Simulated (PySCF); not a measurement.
Compound: C6H6N (doublet state).
Structure used (GFN2-xTB), in Å, numbered top down from 1:
```xyz
13
C6H6N angstrom
C      1.9351   -0.6851   -0.0626
C      1.0379   -0.1512    0.7445
C     -0.3446    0.2576    0.3696
C     -0.7244    1.5170    0.9243
N     -1.0508    2.5220    1.3672
C     -1.4606   -0.7132    0.2565
C     -0.9754   -0.1239   -0.9778
H      1.7487   -0.8701   -1.1071
H      2.9100   -0.9638    0.2982
H      1.2766    0.0373    1.7836
H     -2.4258   -0.7051    0.7171
H     -1.5812    0.5985   -1.5176
H     -0.3499   -0.7196   -1.6283
```

The hyperfine couplings belong to this conformer and change with its torsions.

The species is `C=C[C@]1(C#N)[CH]C1` [radical].

Computed, not measured: PySCF 2.14.0, UKS B3LYP, pcH-1 on C H N, non-relativistic, mean-field spin-orbit, GIAO. One conformer (not necessarily the lowest) at the GFN2-xTB geometry, without solvent, vibrations or thermal averaging. GFN2-xTB frequencies show an imaginary mode (43i cm⁻¹), so this geometry is no minimum at that level. Couplings are sensitive to structure, and on GFN2-xTB geometries they can be far from those on DFT ones. No stability test was run, so a lower SCF solution isn't excluded.

Principal values of hyperfine tensors in MHz (contact and dipolar terms together), for some of the nuclei:

| atom | isotope | A1 | A2 | A3 |
| --- | --- | --- | --- | --- |
| C6 | 13C | 227.82 | 232.69 | 453.97 |
| H13 | 1H | 88.43 | 90.74 | 105.86 |
| H12 | 1H | 63.20 | 65.89 | 75.41 |
| C2 | 13C | 25.55 | 27.18 | 35.87 |
| C4 | 13C | 19.89 | 22.13 | 28.30 |
| C3 | 13C | -15.66 | -11.83 | -8.70 |
| H11 | 1H | -40.44 | -11.69 | 31.63 |
| H10 | 1H | 1.55 | 2.38 | 8.88 |

**Question.** Split each tensor into its isotropic and traceless parts, and turn a_iso into mT with g = 2.0026.

**Answer.** a_iso is a third of the trace, T = A − a_iso, and a(mT) = a(MHz)/(g × 13.996).

```csv
atom,a_iso (MHz),a_iso (mT),T1,T2,T3
C6,304.83,10.875,-77.01,-72.13,149.14
H13,95.01,3.390,-6.58,-4.27,10.86
H12,68.17,2.432,-4.96,-2.28,7.24
C2,29.54,1.054,-3.98,-2.35,6.34
C4,23.44,0.836,-3.55,-1.31,4.86
C3,-12.06,-0.430,-3.60,0.24,3.36
H11,-6.84,-0.244,-33.61,-4.86,38.47
H10,4.27,0.152,-2.72,-1.89,4.61
```

**Question.** What spin density at the nucleus of H13 lies behind its contact coupling (g_N = 5.58569)?

**Answer.** a_FC = (2μ0/3) gₑ μB g_N μN ρ(0)/(2S·h) = 800.24 MHz × g_N × ρ(0)/(2S), with ρ in bohr⁻³. With a_FC = 95.01 MHz and 2S = 1, ρ(0) = 0.02126 bohr⁻³. In magnitude that is 6.7 % of the 1/π = 0.318 of a free hydrogen atom.

**Question.** C7 (13C, g_N = 1.40482) isn't in the table. Its spin density at the nucleus is -0.01708 bohr⁻³. What is its contact coupling?

**Answer.** By the same relation, a_FC = -19.20 MHz. Its full tensor has the principal values -24.13, -19.53, -13.94 MHz.

**Question.** Name the largest traceless tensor T of the table and describe it.

**Answer.** C6: -77.0, -72.1, 149.1 MHz, nearly axial, close to the ratio −1:−1:+2, the form that spin in one p orbital centred on that nucleus gives.

**Question.** What first-order splitting does C6 cause when the field lies along A1, A2 or A3 of its tensor (g taken as isotropic, no quadrupole term)?

**Answer.** 2 lines (I = 1/2), spaced by |A_i|/(g × 13.996): 8.13, 8.30, 16.20 mT along the axes of A1, A2 and A3.
